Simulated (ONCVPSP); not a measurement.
Pseudopotential generation for Fe: ONCV, PW91, fully relativistic.

```
Element                 : Fe (Z = 26)
Generator               : ONCVPSP 4.0.1
Type                    : optimised norm-conserving Vanderbilt (ONCV)
Functional              : PW91
Relativity              : fully relativistic
Frozen core             : [Ne]
Valence charge          : 16
Reference configuration : 3s2 3p6 3d6 4s2
Partial waves           : 3s+4s: rc 1.35 bohr, ncon 3, nbas 6, qcut 9.3 1/bohr, 2 projectors; 3p: rc 1.10 bohr, ncon 4, nbas 7, qcut 9.7 1/bohr, 2 projectors, debl 3.8 Ha; 3d: rc 1.30 bohr, ncon 4, nbas 9, qcut 10.9 1/bohr, 2 projectors, debl 3.4 Ha
Local potential         : polynomial inside 0.75 bohr (lpopt 5, dvloc0 0 Ha)
Core correction         : none
```

Open shells are filled in proportion to 2j + 1.

- Cutoffs needed: 51 Ha and 57 Ha (the cutoffs (Ha) at which the residual kinetic energy of the hardest occupied pseudo-wave falls to 1 and 0.1 mHa per electron)
- Ghost test: no bound ghost flagged; no localised positive-energy state flagged
- Largest excitation error: +10 meV (all-electron minus pseudo) for 3s2 3p6 3d5 4s0, out of 4 test configurations
